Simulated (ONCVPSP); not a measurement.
**Mg (Z = 12): one change to an ONCV potential, before and after**

* Element: magnesium (Mg)
* Generator: ONCVPSP 4.0.1
* Type: optimised norm-conserving Vanderbilt (ONCV)
* Functional: LDA (Perdew-Wang 92)
* Relativity: fully relativistic
* Frozen core: [He] 2s2
* Valence charge: 8
* Reference configuration: 2p6 3s0.5 (charge +1.5)
* Partial waves: 3s: rc 2.30 bohr, ncon 4, nbas 9, qcut 2.8 1/bohr, 2 projectors, debl 2 Ha; 2p: rc 0.90 bohr, ncon 4, nbas 8, qcut 14.5 1/bohr, 2 projectors, debl 0.6 Ha; d scattering state at 0.13 Ha: rc 2.10 bohr, ncon 5, nbas 9, qcut 4.9 1/bohr, 1 projector
* Local potential: polynomial inside 0.80 bohr (lpopt 5, dvloc0 3 Ha)
* Core correction: Teter function, fcfact 2.75, rcfact 1.5

Open shells are filled in proportion to 2j + 1.

In the p channel the program set the typed energies aside and used -2.243, 0.250 Ha (j = l + 1/2; the other j can differ).

Change: s: rc 2.4.

Cutoffs: the cutoffs (Ha) at which the residual kinetic energy of the hardest occupied pseudo-wave falls to 1 and 0.1 mHa per electron; they do not see the model core or the augmentation charge, which bear on the density cutoff. Errors are all-electron minus pseudo energies relative to the spin-unpolarised reference configuration.

Problem. Predict the effect on cutoff, ghosts and configuration errors.

Solution. The potential gets neither clearly harder nor softer (85 Ha and 96 Ha → 85 Ha and 96 Ha); of the 4 tests that both files solve, the error grows in 0 and shrinks in 3 by more than 15 % and 0.3 meV (median size 5.2 → 4.3 meV); neither file shows a bound ghost. That the errors move this way runs against the usual rule that smaller radii transfer better.

```csv
quantity,base,changed
"cutoff, loose",85 Ha,85 Ha
"cutoff, tight",96 Ha,96 Ha
loose cutoff by channel,"s 4.1 Ha, p 85 Ha","s 3.9 Ha, p 85 Ha"
bound ghosts,none,none
GHOST(+) flags under 300 eV,s at 43.1 eV,s at 41.8 eV
"error for 2p6 3s2, meV [ΔE -14.73 eV]",+11,+8.0
"error for 2p6 3s1, meV [ΔE -6.66 eV]",+2.1,+1.5
"error for 2p6 3s0, meV [ΔE 8.38 eV]",+5.2,+3.8
"error for 2p6 3s1 3p1, meV [ΔE -11.21 eV]",+5.3,+4.8
p3/2: phases at 0.91 bohr within 0.05 rad from the reference energy up to (Ha; the scan ends near 5),to the end of the scan,to the end of the scan
p1/2: phases at 0.91 bohr within 0.05 rad from the reference energy up to (Ha; the scan ends near 5),to the end of the scan,to the end of the scan
d5/2: phases at 2.14 bohr within 0.05 rad from the reference energy up to (Ha; the scan ends near 5),2.4,2.4
d3/2: phases at 2.14 bohr within 0.05 rad from the reference energy up to (Ha; the scan ends near 5),2.4,2.4
"rms error of d²Exc/dni dnj with the model core, mHa",15.00,14.97
```
